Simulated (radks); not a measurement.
Question: These are the eigenvalues of the occupied orbitals of an atom or ion with whole-number occupations (hartree). All-electron calculation, non-relativistic Kohn-Sham, r2SCAN, spin-polarised, spherical densities, point nucleus; meta-GGA in the generalised Kohn-Sham scheme. Program: a radial shooting solver on a logarithmic mesh with Libxc functionals.

| orbital | eigenvalue |
|---|---|
| 1s up | -322.4060 |
| 1s down | -322.4050 |
| 2s down | -38.58145 |
| 2s up | -38.57873 |
| 2p down | -33.75564 |
| 2p up | -33.75394 |
| 3s down | -4.21378 |
| 3s up | -4.21050 |
| 3p down | -2.69315 |
| 3p up | -2.69036 |
| 3d up | -0.19248 |
| 4s up | -0.18835 |
| 3d down | -0.18754 |

Which element is it, and in what charge state? The configuration may be excited. Open shells, if any, are filled with parallel spins first.

Answer: Z = 29, copper, charge 0: Cu in [Ar] 3d10 4s1. The list shows which subshells hold electrons but not how many an open one holds; the 1s level, -322.41 hartree, gives Z - s = 25.4 by -(Z - s)^2/2, which with screening narrows Z to a few neighbours, and the depths of the outer levels then fix element, charge and occupations together.
